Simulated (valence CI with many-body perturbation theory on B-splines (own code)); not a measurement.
Level structure of Sr XVIII

Calculated by configuration interaction combined with many-body perturbation theory (CI+MBPT): three valence electrons over a frozen Dirac-Fock core [Ar], a basis of 7 s, 7 p, 8 d, 6 f, 4 g, 1 h functions for each j, with the one-electron correlation potential Σ1, the two-electron term Σ2, the three-electron term Σ3, Breit, model QED; selected CI, second order for the rest, scaled by the run's own slope (own B-spline code, finite nucleus).

No measured spectrum was set against this ion. As an estimate, terms of the open shell hold to 2 to 4 % of their energy, and close levels can change places. Only levels of the ground parity were solved; by the run's estimate the other parity begins above the list, which can be wrong where configurations are misplaced.

Levels 1 to 19 of 19, with energies above the lowest level, 3d3 4F_3/2. "Leading %" is the weight of the configuration and term that name the level; weights of strongly mixed levels are sums over their largest components and can fall short. Lifetimes count E1, E2, E3, M1 and M2 decay at the calculated energies, and are blank where another channel may lead or the interval is too uncertain; long ones can be off by a factor of two.

```
No.  Configuration  Term     J  E (cm⁻¹)  Leading %  Second component  Lifetime
  1            3d3    4F   3/2       0.0         95        5 % 3d3 2D          
  2            3d3    4F   5/2      8580         98                     38.2 ms
  3            3d3    4F   7/2     17698         97                     31.8 ms
  4            3d3    4F   9/2     26375         90        9 % 3d3 2G   60.2 ms
  5            3d3    4P   3/2     47886         64       26 % 3d3 2P   10.6 ms
  6            3d3    4P   1/2     50569         85       15 % 3d3 2P    128 ms
  7            3d3    2G   7/2     59220         96                     4.07 ms
  8            3d3    2G   9/2     62571         51       41 % 3d3 2H   4.14 ms
  9            3d3    4P   5/2     63381         96        4 % 3d3 2D   16.9 ms
 10            3d3    2D   3/2     72941         53       29 % 3d3 4P   1.56 ms
 11            3d3    2P   1/2     77818         85       15 % 3d3 4P   4.57 ms
 12            3d3    2H  11/2     85030        100                     13.9 ms
 13            3d3    2H   9/2     87483         58       40 % 3d3 2G   3.09 ms
 14            3d3    2D   5/2     89134         94                     2.17 ms
 15            3d3    2P   3/2     98678         59       33 % 3d3 2D   1.73 ms
 16            3d3    2F   7/2    121800         98                     3.81 ms
 17            3d3    2F   5/2    123950         95        4 % 3d3 2D   5.14 ms
 18            3d3    2D   5/2    185430         95                      681 μs
 19            3d3    2D   3/2    187420        100
```

Names give the largest LS component (configuration and term), which can be under half, so a name can repeat, a term be missing and a line seem to break the LS rules; names also repeat where a configuration has a term twice.

The ionisation energy to 3d2 3F_2 of the next ion comes out as 665.85 eV (NIST: 665 ± 3 eV (theoretical)). All 19 levels together are meant to be complete up to 194920 cm⁻¹.
